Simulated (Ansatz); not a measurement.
Reaction (formal exchange of groups at the Si–Si bond): `C[SiH](F)[SiH3]` + `COCN` → `COC(N)[SiH3]` + `C[SiH2]F`

Computed with Ansatz on PBE0-D4/def2-TZVP structures; ΔE is electronic, products minus reactants. CCSD(T)/CBS is the MP2 limit (def2-TZVPP, def2-QZVPP) plus CCSD(T) − MP2 in def2-TZVPP, frozen cores. This one scheme is used for every species. Functionals use def2-TZVPP. One conformer a species, not always the lowest.

`C[SiH](F)[SiH3]`:

```xyz
11

C    -0.917   -1.384   -0.500
Si   -0.277   -0.187    0.771
F     0.595   -1.001    1.853
Si    1.078    1.480   -0.170
H    -0.098   -1.863   -1.043
H    -1.545   -0.860   -1.226
H    -1.520   -2.163   -0.027
H    -1.413    0.429    1.511
H     2.231    0.876   -0.892
H     1.595    2.408    0.871
H     0.272    2.265   -1.147
```

`COCN`:

```xyz
11

C    -0.645    1.039    0.773
O     0.561    0.330    0.812
C     0.534   -0.877    0.074
N     0.486   -0.763   -1.349
H    -1.488    0.416    1.107
H    -0.549    1.889    1.449
H    -0.874    1.423   -0.231
H     1.452   -1.393    0.357
H    -0.325   -1.481    0.398
H     1.242   -0.192   -1.703
H    -0.392   -0.392   -1.685
```

`COC(N)[SiH3]`:

```xyz
14

C    -2.109    0.281    0.023
O    -0.794    0.756    0.193
C     0.184   -0.256    0.132
N     0.237   -0.871   -1.176
Si    1.814    0.568    0.664
H    -2.771    1.146    0.060
H    -2.225   -0.230   -0.937
H    -2.381   -0.413    0.831
H    -0.072   -1.056    0.847
H     0.846   -0.388   -1.823
H     0.489   -1.847   -1.142
H     1.707    1.280    1.964
H     2.220    1.521   -0.405
H     2.856   -0.491    0.771
```

`C[SiH2]F`:

Z-matrix (Å, degrees):
```
C
Si 1 1.853
H 1 1.094 2 110.1
H 1 1.092 2 111.0 3 -119.6
H 1 1.092 2 111.1 3 119.7
F 2 1.604 1 109.4 3 179.8
H 2 1.485 1 111.5 3 61.3
H 2 1.485 1 111.5 3 -61.7
```

```json
{"species": "`C[SiH](F)[SiH3]`", "PBE0 energy (Eh)": "-720.89696"}
{"species": "`COCN`", "PBE0 energy (Eh)": "-210.22740"}
{"species": "`COC(N)[SiH3]`", "PBE0 energy (Eh)": "-500.79335"}
{"species": "`C[SiH2]F`", "PBE0 energy (Eh)": "-430.31828"}
```

Work out ΔE.

ΔE = (-500.79335) + (-430.31828) − (-720.89696) − (-210.22740) = 0.01273 Eh = +8.0 kcal/mol. CCSD(T)/CBS gives +5.2 kcal/mol.

Largest T1 diagnostic among the species: 0.012.
